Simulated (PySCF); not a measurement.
ammonia borane (BH6N), SMILES [NH3+][BH3-]. Coordinates come from a PBE-D3(BJ)/def2-TZVP optimisation.

### Question
Give the equilibrium geometry at PBE-D3(BJ)/def2-TZVP (PySCF confirms it by a frequency run) as a Z-matrix, and its point group. (The exact figures need the calculation; the answer reports its results.)

### Answer
point group C3v.
```
N
H 1 1.0240
H 1 1.0240 2 107.72
H 1 1.0240 2 107.72 3 -115.96
B 1 1.6489 2 111.17 3 122.02
H 5 1.2176 1 105.16 2 -180.00
H 5 1.2176 6 113.41 1 114.37
H 5 1.2176 6 113.41 7 131.25
```
Charge 0, spin multiplicity 1.
